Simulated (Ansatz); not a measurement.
# A basis-limit estimate, worked out

An elementary step of Al2H4ClO4, doublet (Al₂H₄ClO₄ ([OH][Al]1[O][Al]([OH2])([Cl])[OH]1) → Al₂H₄ClO₄ ([OH][Al]1[OH][Al]([OH])([Cl])[OH]1); H–O broken or loosened, Al–O, O–H formed or tightened). “Start” and “end” are the PBE0-D4/def2-TZVP structures reached by relaxing down either side of its saddle point, with the molecules still in contact.

Ansatz 0.2.0; basis: def2-TZVPP and def2-QZVPP; cores frozen in the correlated methods; orbitals are unrestricted.

Energies in eV:

| quantity | end | start |
| --- | --- | --- |
| Hartree–Fock, triple zeta (X = 3) | -33896.25552 | -33894.89276 |
| Hartree–Fock, quadruple zeta (X = 4) | -33897.42933 | -33896.05827 |
| MP2 correlation, X = 3 | -35.09119 | -35.28076 |
| MP2 correlation, X = 4 | -38.13025 | -38.32074 |
| CCSD(T) correlation, X = 3 | -37.11887 | -37.30194 |

Question: Work out the step energy at the basis limit: extrapolate Hartree–Fock as E(X) = E∞ + A exp(−7.88 √X) and the MP2 correlation as E(X) = E∞ + B X^−2.97 (the exponents that Neese and Valeev fitted for def2-TZVPP and QZVPP), then add CCSD(T) − MP2 in triple zeta.

Answer: Each step is linear, so take the differences first (end − start): Hartree–Fock -1.36276 (X = 3) and -1.37106 (X = 4); MP2 correlation 0.18957 and 0.19049; CCSD(T) correlation 0.18307.
Two points give E∞ = E(4) + w [E(4) − E(3)], with w = 1/(exp(7.88 (2 − √3)) − 1) = 0.1377 for Hartree–Fock and w = 1/((4/3)^2.97 − 1) = 0.7407 for the correlation.
Hartree–Fock: -1.37106 + 0.1377 × (-0.00830) = -1.3722 eV.
MP2 correlation: 0.19049 + 0.7407 × 0.00092 = 0.1912 eV.
CCSD(T) − MP2: 0.18307 − 0.18957 = -0.0065 eV.
Sum: -1.3722 + 0.1912 + (-0.0065) = -1.1875 eV, or -27.38 kcal/mol. Plain CCSD(T) in triple zeta gives -1.1797 eV, so the larger basis shifts the result by -0.0078 eV.

No T1 diagnostic of these runs exceeds 0.014. ⟨S²⟩ of the unrestricted Hartree–Fock references: 0.75 (a pure state has 0.75).

Labels in which every atom is bracketed show which atoms are joined, not bond orders.

For scale, one of the runs: CCSD(T)/def2-TZVPP, 306 basis functions, launched by `ansatz run in.yaml --threads 4 --pin off --events-out ev --progress --plain --max-ram 66560MiB --backend cuda --devices 0, --max-vram 37GiB`. Time: 30 s of wall clock on 4 CPU threads of an AMD EPYC 7R13 and a share of one NVIDIA H100; the host was shared. Peak host memory: 0.87 GiB.
